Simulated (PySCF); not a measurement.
A species of formula C5H6ClF3O has this rotational fingerprint, computed with PBE0/pcSseg-1 in PySCF (dipole) on a GFN2-xTB geometry, gas phase:

- Rotational constants: A = 1846, B = 738.3, C = 689.3 MHz
- Dipole components: |μa| = 2.49 D, |μb| = 0.12 D, |μc| = 0.57 D
- Inertial defect: -225.16 u·Å²
- κ: -0.92

Question: Which structure is it? (One computed conformer of each.)
A. `[CH3:1][C@H:2]([CH2:3][C:4](=[O:5])[Cl:6])[C:7]([F:8])([F:9])[F:10]` with C1–C2–C3–C4 65°, C2–C3–C4–O5 -123°
B. `[CH3:1][CH2:2][C@H:3]([F:4])[C:5]([F:6])([F:7])[C:8](=[O:9])[Cl:10]` with C1–C2–C3–F4 -67°, C2–C3–C5–F6 -73°, C3–C5–C8–O9 73°
C. `[F:1][C:2]([F:3])([F:4])[O:5][C:6]1([CH2:7][Cl:8])[CH2:9][CH2:10]1` with C2–O5–C6–C7 71°, O5–C6–C7–Cl8 67°

Answer: B. It is CC[C@H](F)C(F)(F)C(=O)Cl, a near-prolate asymmetric top, point group C1. The candidates at the same level (rigid rotor, commonest isotopes):

```tsv
SMILES	A (MHz)	B (MHz)	C (MHz)	μa (D)	μb (D)	μc (D)	Δ (u·Å²)	point group	rotor
C[C@H](CC(=O)Cl)C(F)(F)F	2042	598.0	569.9	0.66	0.04	0.46	-205.89	C1	near-prolate asymmetric top
CC[C@H](F)C(F)(F)C(=O)Cl	1846	738.3	689.3	2.49	0.12	0.57	-225.16	C1	near-prolate asymmetric top
FC(F)(F)OC1(CCl)CC1	1610	860.5	671.1	1.15	2.97	1.39	-148.21	C1	asymmetric top
```

`C[C@H](CC(=O)Cl)C(F)(F)F` has B 19 % too low; `FC(F)(F)OC1(CCl)CC1` has B 17 % too high. No structure here is proved a minimum.
